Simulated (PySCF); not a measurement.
Computed IR spectrum (relative IR intensity) of a molecule C₂H₉FSi₃. Geometry: PBE0-D3(BJ)/def2-SVP. One conformer was computed; it need not be the lowest. Computed with PBE0-D3(BJ)/def2-SVP run with PySCF. Frequencies are harmonic and unscaled.

Lines under 2 % of the strongest are left out, and lines within 2 cm⁻¹ are merged.

| ν (cm⁻¹) | relative intensity |
|---|---|
| 414 | 4.6 |
| 479 | 4.3 |
| 582 | 3.2 |
| 605 | 5.4 |
| 651 | 12 |
| 664 | 39 |
| 716 | 39 |
| 751 | 28 |
| 794 | 73 |
| 817 | 36 |
| 834 | 9.7 |
| 898 | 100 |
| 916 | 77 |
| 933 | 57 |
| 939 | 33 |
| 946 | 22 |
| 978 | 5.9 |
| 1027 | 16 |
| 1080 | 28 |
| 1157 | 3.1 |
| 1406 | 6.1 |
| 2209 | 27 |
| 2215 | 79 |
| 2220 | 58 |
| 2225 | 55 |
| 2230 | 85 |
| 2236 | 53 |
| 3047 | 2.8 |

Problem. Which structure fits?
A) F[SiH2][C@H]1C[SiH2][SiH2]1
B) F[Si@@H]1C[C@@H]([SiH3])[SiH2]1
C) F[SiH2][SiH2]/C=C/[SiH3]
D) C[Si@@]1(F)C[SiH2][SiH2]1

Solution. B, F[Si@@H]1C[C@@H]([SiH3])[SiH2]1
